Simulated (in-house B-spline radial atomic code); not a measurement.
B97-1 excitations of the molybdenum ion Mo⁶⁺

Method: B97-1. Computed with an all-electron radial atomic-structure program (B-spline basis): linear response of the closed shell [Ar] 3d10 4s2 4p6 with the functional's adiabatic kernel; scalar-relativistic (spin-free one-electron X2C), finite nucleus, no spin-orbit coupling, no double excitations, S, P, D and F terms only; shells from n = 2 respond. Only terms of natural parity with L up to 3 were computed.

Command:
```bash
python run_td.py task.json out
```
Settings (radii: box in bohr, nucleus in fm):
```
Z                        42
electrons                36
configuration            [Ar] 3d10 4s2 4p6
hamiltonian              x2c
method                   b97_1
box_radius               14.35
rms_radius               4.4091
intervals                70
```

Run time, properties included: 1.3 s on 1 thread of AMD EPYC 9R14 (Zen 4) (shared host).

The lowest states, in the order of their Tamm-Dancoff energies; the method's threshold (minus the highest occupied level) is 119.32 eV. Labels give the largest channel, * marks a mixed state, and oscillator strengths are full-response dipole values. Semilocal kernels can invert the small singlet-triplet splittings of Rydberg terms. Energies in eV:

```
     state  full response  Tamm-Dancoff  oscillator strength
4p → 4d 3P              ?             ?                    -
4p → 4d 3F          39.18         39.31                    -
4p → 4d 1F          41.81         41.82                    -
4p → 4d 1P          51.37         53.20                 5.53
4p → 5s 3P              ?             ?                    -
4p → 5s 1P          59.61         59.63                0.573
4p → 5p 3S          67.16         67.19                    -
```

(1) Where does 4p → 5s 3P lie?

(2) Where does 4p → 4d 3P lie?

(3) How large is the singlet-triplet splitting of 4p → 4d (F terms) in Tamm-Dancoff?

(4) What polarisabilities and dispersion coefficient does the method give?

Results:

(1) At 59.06 eV in full response, 59.08 eV in Tamm-Dancoff.

(2) At 38.64 eV in full response, 38.72 eV in Tamm-Dancoff.

(3) 2.51 eV, from the unrounded values.

(4) Dipole 1.787 bohr³, quadrupole 2.549 bohr⁵, C6 4.964 hartree·bohr⁶ for two such species.
